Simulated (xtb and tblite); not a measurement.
Torsional profile of C7H16O2Si, SMILES C([SiH2]CC(C)(C)C)(=O)OC. Scanned: dihedral C1–O2–C3–Si5 and dihedral O2–C3–Si5–C6; all other coordinates were relaxed at GFN2-xTB. Points at φ and −φ are mirror images.

Atom numbering (GFN2-xTB optimised geometry, Å):
```
26

C      3.6869     1.4835     0.4173
O      2.7381     0.4865     0.7816
C      2.2453    -0.2733    -0.2058
O      2.5762    -0.1451    -1.3595
Si     0.9868    -1.5577     0.4628
C     -0.6372    -1.3603    -0.5134
C     -1.5220    -0.1383    -0.2142
C     -0.7041     1.1505    -0.2989
C     -2.1404    -0.2616     1.1786
C     -2.6463    -0.0862    -1.2551
H      3.2117     2.2422    -0.2081
H      4.0459     1.9225     1.3445
H      4.5092     1.0323    -0.1414
H      0.8907    -1.3446     1.9077
H      1.5449    -2.8838     0.1759
H     -0.3690    -1.3355    -1.5738
H     -1.2399    -2.2604    -0.3731
H     -1.3547     2.0200    -0.2252
H      0.0208     1.1994     0.5115
H     -0.1683     1.2021    -1.2445
H     -1.3681    -0.2916     1.9426
H     -2.7900     0.5875     1.3810
H     -2.7333    -1.1706     1.2549
H     -3.3190     0.7443    -1.0509
H     -2.2376     0.0445    -2.2547
H     -3.2266    -1.0064    -1.2395
```

Calculation: GFN2-xTB (xtb and tblite).

Energy in kJ/mol above the lowest grid point; x is the dihedral C1–O2–C3–Si5 (°), y the dihedral O2–C3–Si5–C6 (°).

| y \ x | -150 | -120 | -90 | -60 | -30 | 0 | 30 | 60 | 90 | 120 | 150 | 180 |
|---|---|---|---|---|---|---|---|---|---|---|---|---|
| 180 | 12.1 | 40.2 | 64.3 | 52.0 | 34.5 | 28.7 | 34.5 | 52.0 | 64.3 | 40.2 | 12.1 | 1.3 |
| 150 | 13.9 | 43.5 | 64.6 | 52.2 | 37.1 | 30.3 | 35.8 | 50.2 | 64.2 | 39.8 | 11.3 | 1.2 |
| 120 | 12.5 | 43.5 | 65.8 | 50.5 | 37.9 | 32.3 | 38.0 | 51.1 | 63.1 | 41.4 | 12.8 | 1.0 |
| 90 | 12.0 | 41.2 | 65.7 | 48.5 | 33.7 | 29.4 | 37.8 | 53.0 | 62.8 | 40.4 | 12.0 | 0.7 |
| 60 | 12.2 | 41.7 | 68.8 | 57.0 | 38.8 | 30.2 | 35.3 | 52.5 | 63.5 | 39.1 | 11.0 | 0.0 |
| 30 | 14.1 | 44.0 | 68.3 | 58.4 | 44.1 | 37.3 | 41.0 | 52.8 | 64.9 | 40.0 | 11.3 | 1.4 |
| 0 | 13.0 | 42.9 | 66.6 | 56.2 | 44.7 | 40.0 | 44.7 | 56.2 | 66.6 | 42.9 | 13.0 | 1.6 |
| -30 | 11.3 | 40.0 | 64.9 | 52.8 | 41.0 | 37.3 | 44.1 | 58.4 | 68.3 | 44.0 | 14.1 | 1.4 |
| -60 | 11.0 | 39.1 | 63.5 | 52.5 | 35.3 | 30.2 | 38.8 | 57.0 | 68.8 | 41.7 | 12.2 | 0.0 |
| -90 | 12.0 | 40.4 | 62.8 | 53.0 | 37.8 | 29.4 | 33.7 | 48.5 | 65.7 | 41.2 | 12.0 | 0.7 |
| -120 | 12.8 | 41.4 | 63.1 | 51.1 | 38.0 | 32.3 | 37.9 | 50.5 | 65.8 | 43.5 | 12.5 | 1.0 |
| -150 | 11.3 | 39.8 | 64.2 | 50.2 | 35.8 | 30.3 | 37.1 | 52.2 | 64.6 | 43.5 | 13.9 | 1.2 |

Points that lie below all their neighbours on the grid: x = 180, y = -60 (0.0 kJ/mol); x = 180, y = 60 (0.0 kJ/mol); x = 0, y = 180 (28.7 kJ/mol); x = 0, y = -90 (29.4 kJ/mol); x = 0, y = 90 (29.4 kJ/mol). The lowest path on the grid from the first to the second passes x = 180, y = 180 at 1.3 kJ/mol.
